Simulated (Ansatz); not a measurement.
ClH$_{5}$SiSn (`Cl[SiH2][SnH3]`), 8 atoms. Total charge 0; spin multiplicity 1. Correlated methods include outer-core shells of Sn, which these sets cover unevenly. Sn takes the def2 core potential. All runs use 2 threads of an Arm Neoverse V1 on a shared host. Correlated methods freeze the cores.

(1) Give the basis size and wall time and peak host memory of each of these runs in Ansatz. RHF-CCSD(T)/def2-TZVPP energy; RKS PBE0-D4/def2-SVP energy; RKS HSE06 (plane-wave form)-D4/def2-TZVPP energy; RKS ωB97M-V/def2-QZVPP energy; RKS r2SCAN0-D4/def2-TZVPP energy; RKS PBE0-D4/def2-QZVPP energy; RHF-MP2/def2-QZVPP energy; RKS BLYP-D4/def2-TZVPP energy; RKS PBE0-D4/def2-TZVP frequencies; RKS PBE0-D4/def2-TZVP relaxation (6 steps); RKS ωB97M-V/def2-SVP energy; direct RPA on PBE orbitals/def2-TZVPP energy. (Best estimate.)

## Answers

(1) Computed: Other jobs shared the machine, so times are rough.

| level | job | functions | wall time | peak host memory (GiB) |
| --- | --- | --- | --- | --- |
| RKS PBE0-D4/def2-SVP | energy | 87 | 1.6 s | 0.39 |
| RKS BLYP-D4/def2-TZVPP | energy | 204 | 2.8 s | 0.24 |
| RKS HSE06 (plane-wave form)-D4/def2-TZVPP | energy | 204 | 4.4 s | 0.5 |
| direct RPA on PBE orbitals/def2-TZVPP | energy | 204 | 6.5 s | 0.41 |
| RKS r2SCAN0-D4/def2-TZVPP | energy | 204 | 7 s | 0.5 |
| RKS ωB97M-V/def2-SVP | energy | 87 | 7.5 s | 0.39 |
| RKS PBE0-D4/def2-QZVPP | energy | 372 | 11 s | 1.2 |
| RHF-MP2/def2-QZVPP | energy | 372 | 19 s | 1.5 |
| RKS ωB97M-V/def2-QZVPP | energy | 372 | 26 s | 1.3 |
| RKS PBE0-D4/def2-TZVP | relaxation (6 steps) | 154 | 28 s | 0.38 |
| RHF-CCSD(T)/def2-TZVPP | energy | 204 | 110 s | 2.6 |
| RKS PBE0-D4/def2-TZVP | frequencies | 154 | 2.3 min | 0.39 |
